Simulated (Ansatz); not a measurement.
Ansatz results at the PBE0-D4/def2-TZVP geometry: HOMO–LUMO gap (ωB97M-V/def2-TZVPP) 10.29 eV; HOMO–LUMO gap (PBE/def2-TZVPP) 4.14 eV; HOMO energy (ωB97M-V/def2-TZVPP) -9.64 eV.

Each molecule was computed in one conformer, which needn't be the lowest.

(1) Which molecule gave them?
A. `CC[Si]S`
B. `C=C[SiH](F)OC`
C. `CC(C)O[Si]F`
D. `CS[Si]Cl`

Answers

(1) C. The others give `C=C[SiH](F)OC`: 11.81, 5.07, -10.53; `CC[Si]S`: 8.37, 2.52, -8.57; `CS[Si]Cl`: 8.90, 3.09, -9.18.
